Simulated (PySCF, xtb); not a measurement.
C₄H₆O₂Si, SMILES Oc1cc([SiH3])co1.

GFN2-xTB in xtb 6.7.1 at its own geometry gives an orbital gap of 4.15 eV and a dipole moment of 1.90 D.

The structure is a stationary point at r2SCAN-D4/def2-SVP. The geometry has at least one imaginary mode, so it is a saddle point at that level. This is a generated structure with no PubChem entry under its InChIKey; it may be hypothetical. The values are those of a single conformer.

What does PySCF with PBE/def2-TZVP give? (Estimate from the structure and the level; the computed values follow.)

gap 4.12 eV (levels -5.08 and -0.96 eV), dipole 1.70 D.
